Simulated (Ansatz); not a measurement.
Computed with Ansatz on PBE0-D4/def2-TZVP structures; ΔE is electronic, products minus reactants. CCSD(T)/CBS is the MP2 limit (def2-TZVPP, def2-QZVPP) plus CCSD(T) − MP2 in def2-TZVPP, frozen cores. This one scheme is used for every species. Functionals use def2-TZVPP. B3LYP here is the variant with VWN-RPA as its local correlation; programs differ in this. Each species was taken in one conformer, which may not be the lowest.

Consider the formal hydrolysis of the Si–Cl bond: `CN(C)[Si]Cl` + H₂O → `CN(C)[Si]O` + HCl.

```csv
level,ΔE (eV)
revPBE-D4,0.23
BLYP-D4,0.15
B97M-V,0.12
B3LYP-D4,0.14
r2SCAN0-D4,0.17
revPBE,0.21
r2SCAN,0.16
CCSD(T)/def2-SVP,0.13
```

What does CCSD(T)/CBS give? (Estimate.)

The calculation gave: +0.18 eV. The listed levels differ from it by 0.05, -0.03, -0.06, -0.04, -0.01, 0.03, -0.02, -0.05 eV.

Largest T1 diagnostic among the species: 0.013.

At CCSD(T), def2-SVP lies −0.05 eV from the extrapolated value and def2-TZVPP −0.06 eV. The D4 term adds +0.03 eV with B3LYP and +0.02 eV with PBE0; it sums over pairs of atoms, weighted by their polarisabilities, and B3LYP, whose exchange is more repulsive, gets the larger term. In def2-TZVPP, CCSD(T) changes the Hartree–Fock value by +0.05 eV (the triples alone add +0.02 eV) and MP2 by +0.10 eV.
